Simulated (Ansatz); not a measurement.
A nudged elastic band was laid between two geometries of C2H11AlGeSi (16 atoms, charge 0, multiplicity 1).

Method: Ansatz, RHF/def2-SVP.

- movable images: 7
- climbing image: yes
- spring: 5.0 eV/Å²
- optimiser: quadratic models (default)
- start path: through a guess of the saddle point
- force threshold: 0.05 eV/Å
- iteration limit: 60
- end points: relaxed

Initial state:

```xyz
16
Properties=species:S:1:pos:R:3
C 0.289 2.131 -1.199
Si 1.814 1.466 -0.282
Al 1.596 -0.879 0.543
Ge -0.582 -2.159 0.669
C -2.210 -1.040 0.582
H 0.450 3.161 -1.526
H 0.069 1.530 -2.084
H -0.593 2.117 -0.555
H 3.000 1.568 -1.180
H 2.096 2.351 0.886
H 2.914 -1.625 1.023
H -0.642 -3.175 -0.496
H -0.642 -2.996 1.966
H -2.242 -0.476 -0.351
H -3.103 -1.664 0.637
H -2.237 -0.332 1.412
```

Final state:

```xyz
16
Properties=species:S:1:pos:R:3
C 0.218 2.372 -0.583
Si 1.835 1.379 -0.491
Al 1.605 -0.894 0.514
Ge -0.599 -2.075 0.894
C -2.146 -1.273 -0.040
H 0.388 3.350 -1.039
H -0.531 1.848 -1.180
H -0.200 2.535 0.413
H 2.385 1.230 -1.870
H 2.842 2.164 0.277
H 2.930 -1.661 0.936
H -0.494 -3.556 0.467
H -0.915 -2.091 2.408
H -1.988 -1.272 -1.120
H -3.054 -1.838 0.173
H -2.299 -0.242 0.284
```

**Question.** What changes between the two ends?

**Answer.** No bond is made or broken. The dihedral H9–Si2–Al3–Ge4 goes from -136 to -108°.

**Question.** What energy profile does the band end with?

**Answer.** The run converged. The highest image is number 0 of 0 to 8, 0.000 eV above the ends, which have the same energy within 2 meV. The highest image is an end point: on this band no image between the ends rises above it.

```tsv
image	path coordinate (Å)	energy (eV)	dihedral H9–Si2–Al3–Ge4 (°)
0	0.00	0.000	-136
1	0.40	0.000	-133
2	0.81	-0.001	-131
3	1.21	0.000	-128
4	1.61	0.000	-125
5	2.05	0.000	-121
6	2.48	0.000	-117
7	2.91	-0.001	-112
8	3.34	0.000	-108
```

Time of the run: 4.2 min on 2 threads of Intel(R) Xeon(R) Platinum 8488C (Sapphire Rapids), on a shared host, peak memory 0.49 GiB.
